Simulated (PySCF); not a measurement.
Ligands exchanged one at a time, Ga Cl-NH2. Gas-phase values, no solvent. One relaxed conformer stands for each flexible species; it need not be the lowest. Strings in code marks are SMILES.

Quantity: redistribution energy (mixed species minus the weighted end members), in eV.

Level 1: B3LYP/3-21G // PBE-D3(BJ)/def2-TZVP (PySCF)
Level 2: B3LYP/LANL2DZ // PBE-D3(BJ)/def2-TZVP (PySCF)
Level 3: BP86/6-31G* // PBE-D3(BJ)/def2-TZVP (PySCF)
Level 4: PBE/6-31G* // PBE-D3(BJ)/def2-TZVP (PySCF)

| species | level 1 | level 2 | level 3 | level 4 |
|---|---|---|---|---|
| 1 of 3 Cl replaced by NH2: `[NH2][Ga]([Cl])[Cl]` | -0.422 | -0.320 | -0.198 | -0.198 |
| 2 of 3 Cl replaced by NH2: `[Cl][Ga]([NH2])[NH2]` | -0.415 | -0.313 | -0.208 | -0.208 |
